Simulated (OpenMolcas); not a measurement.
What dynamic correlation does to the levels of Au⁺

```
Program             : OpenMolcas
Basis               : ANO-R1 [7s5p4d2f]
Scalar Hamiltonian  : X2C, finite nucleus
Active space        : 10 electrons in 6 orbitals (5d 6s)
State averaging     : 2S+1 = 1 even, 6 roots; 2S+1 = 3 even, 5 roots kept (CI in the orbitals of an earlier block)
Spin-orbit coupling : state interaction with AMFI integrals over the reference wave functions, term energies averaged over their components
```

Methods on the same reference wave functions:
A. CASSCF
B. SS-CASPT2, IPEA 0.25 Eh, imaginary shift 0.1 Eh (closed shells correlated: 5s 5p)

Energies in cm⁻¹ above 5d¹⁰ ¹S₀, the measured ground level; measured values from NIST Handbook of Basic Atomic Spectroscopic Data.

| Level | A | B | Measured |
| --- | --- | --- | --- |
| 5d¹⁰ ¹S₀ | 0.0 | 0.0 | 0.0 |
| 5d⁹ 6s ³D₃ | 11918 | 14690 | 15040 |
| 5d⁹ 6s ³D₂ [59 %] | 14891 | 17190 | 17641 |
| 5d⁹ 6s ³D₁ | 24609 | 27380 | 27766 |
| 5d⁹ 6s ¹D₂ [59 %] | 27641 | 29670 | 29621 |

Deviations, from unrounded energies. A percentage is the sum of absolute deviations over the sum of measured energies, with the sign that they share, or ± where signs differ.

```tsv
Against measurement	Levels	A	B
mean absolute deviation (cm-1)	4	2800	310
other configurations (%)	4	-12.2	±1.4
```

B lies closest to measurement on these levels. The largest miss of B in the table is 5d⁹ 6s ³D₂ [59 %], by -450 cm-1. The ranking rests on the paired levels alone, and a cruder setting can come out closer through cancelling errors.

The lowest spin-free term lies below A's lowest term by 0.390 hartree in B.

CASPT2 does not keep the components of a term degenerate, so their means are used; among the terms shown or strongly mixed into the levels shown the widest spread is 24 cm-1 (5d⁹ 6s ¹D, B). Terms from blocks run as CI alone lack orbitals of their own. A single d shell beside an s shell can misplace configurations of different d count against each other. No level of 5d⁸ 6s² was computed, though it lies in the active space. Without dynamic correlation excited terms often stand tens of per cent too high (terms of higher spin than the ground term too low), and those without a measured partner can miss by more than the paired ones (holds for A). Computed and measured levels are paired by configuration, term and J; levels that our copy of the source lacks, or whose pairing is in doubt (as where it misses far off the trend of its configuration), stay unpaired and out of the deviations. Where the source uses jj or jK labels, the order within each J decides. Only configurations of the active space appear.

A share in square brackets marks a mixed level and gives the weight of the term that names it, the lowest over the columns.
